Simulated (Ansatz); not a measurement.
Cl2H4O2Si2 (`O[SiH](O)[SiH](Cl)Cl`). The species carries charge 0 and has multiplicity 1.

| atom | x (Å) | y (Å) | z (Å) |
| --- | --- | --- | --- |
| O1 | 0.487 | 1.827 | -0.573 |
| Si2 | 0.636 | 0.197 | -0.428 |
| O3 | 0.470 | -0.473 | -1.908 |
| Si4 | -1.098 | -0.691 | 0.874 |
| Cl5 | -0.714 | -2.657 | 1.322 |
| Cl6 | -1.104 | 0.404 | 2.623 |
| H7 | 0.751 | 2.373 | 0.169 |
| H8 | 1.949 | -0.127 | 0.202 |
| H9 | 1.091 | -0.231 | -2.598 |
| H10 | -2.468 | -0.622 | 0.316 |

Q: Give the diagnostics of a CCSD(T)/def2-TZVPP run (frozen core, the Gaussian-basis code of Ansatz). (An estimate is asked.)

A: Computed: T1 = 0.0110, largest single amplitude 0.019, largest double 0.016, (T) share of the correlation energy 3.8 %, 9 CCSD cycles. The RHF solution is stable towards an unrestricted one. T1 lies under the customary mark of 0.02 for closed shells.
